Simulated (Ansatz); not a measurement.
Harmonic frequencies (cm⁻¹) at PBE0-D4/def2-TZVP from Ansatz: 50, 119, 168, 192, 231, 459, 484, 592, 600, 666, 678, 732, 788, 916, 925, 941, 960, 998, 1047, 1396, 1943, 2196, 2238, 2245, 3069, 3130, 3895.

Each molecule was computed in one conformer, which needn't be the lowest.

Task: Which molecule is it?
A. `C[O][SbH][SiH3]`
B. `FB(S)[SiH2][SiH3]`
C. `[SiH3]C[O][SbH2]`
D. `[OH][SbH][CH2][SiH3]`

Result: D.
